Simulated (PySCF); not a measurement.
How methods differ on the interval between two levels of Nb⁺

Nb⁺ [Kr] 4d4 [5D4, M_J = 4] → Nb⁺ [Kr] 4d3 5p1 [5G6, M_J = 6], as a difference of total energies. Calculation: PySCF 2.14, in x2c-SVPall-2c with one added diffuse shell each of s, p, d type (7s9p7d1f, 76 functions); the two-component X2C-1e Hamiltonian. Correlated levels: [Ar] 3d10 frozen; the 6 highest virtual spinors dropped. "Screened" scales the spin-orbit matrix elements by Boettger's factors to mimic the two-electron term; Breit and QED terms are absent.

```tsv
method	interval between two levels (cm⁻¹)
GHF (spin-free)	30385
GMP2 (spin-free)	32536
GHF (screened spin-orbit)	31192
GMP2 (screened spin-orbit)	33410
```

The labels give the starting determinants; with spin-orbit coupling the two ends relaxed to ⟨J²⟩ = 20.03, ⟨L²⟩ = 6.07, ⟨S²⟩ = 6.00 and ⟨J²⟩ = 42.01, ⟨L²⟩ = 20.06, ⟨S²⟩ = 5.99.
